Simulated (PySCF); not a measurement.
**How methods differ on the excitation energy of F⁺**

F⁺ [He] 2s2 2p4 (3P) → F⁺ [He] 2s1 2p5 (3P), as a difference of total energies. Calculation: PySCF 2.14, in dyall-av3z (15s9p3d2f, 71 functions); scalar relativity by spin-free X2C-1e. Correlated levels: valence: 1s2 frozen; virtual orbitals above 40 to 60 times the deepest correlated orbital energy dropped. The calculations carry no spin-orbit coupling.

```csv
method,excitation energy (eV),error (eV)
UHF,21.792,+1.361
MP2 (valence),20.863,+0.432
SCS-MP2 (valence),20.778,+0.347
CCSD (valence),20.611,+0.180
CCSD(T) (valence),20.524,+0.093
```

Reference: 20.431 eV (measured; NIST levels, between the centres of gravity of the two terms).

Errors of the correlated levels include the incompleteness of this basis and the frozen core.
